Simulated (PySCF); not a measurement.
## Computed vibrations of [EuF3(NH3)]−

[EuF3(NH3)]− (singlet in the valence; each metal's 4f electrons, 7 of them, lie in its core potential, out of spins and levels). PySCF 2.14.0, RKS PBE0, Eu lcecp-0-SVP with ECP53, F def2-SVP, N def2-SVP, H def2-SVP; non-relativistic Hamiltonian with scalar-relativistic core potentials where named; density fitting; no spin-orbit coupling. Central differences of gradients.

```xyz
8

Eu    0.1079   -0.1079    0.1079
F     1.0775    1.6616    1.0775
F    -1.6616   -1.0775    1.0775
F     1.0775   -1.0775   -1.6616
N    -1.4822    1.4822   -1.4822
H    -2.0799    2.0799   -0.9152
H    -0.9152    2.0799   -2.0799
H    -2.0799    0.9152   -2.0799
```

Run from Python with OMP_NUM_THREADS=2. Where DIIS fails, smearing, a level shift and second-order steps follow.
It took 62 s on 2 threads of Arm Neoverse V1, with other jobs on the host.

(1) What are the harmonic wavenumbers and infrared intensities?

(2) Is this a minimum?

An lcecp potential fixes the number of 4f electrons, so in runs with it no electron can move into or out of that shell.

Answers

(1) Modes are labelled in C3v; negative numbers are unstable modes, those under 60 cm⁻¹ near the noise; a finer grid moves soft modes by up to 10 cm⁻¹.
```
cm⁻¹  km/mol  symmetry
  53     4.3         e
  53     4.3         e
  84    72.4        a1
 105    17.5         e
 105    17.5         e
 132     0.0        a2
 215     5.7        a1
 353    16.6         e
 353    16.6         e
 405   159.2         e
 405   159.2         e
 414     1.7        a1
1008   148.3        a1
1631    16.3         e
1631    16.3         e
3520     3.8        a1
3667    16.5         e
3667    16.5         e
```

(2) Yes, within the noise of the softest modes. Ideal gas at 298.15 K and 1 bar: S = 429.2 J/(mol K), Cp = 123.2 J/(mol K), H − H(0 K) = 27.6 kJ/mol (rigid rotor, harmonic modes, spin degeneracy alone, that of the 4f electrons in the core included; the modes under 60 cm⁻¹ make these uncertain).
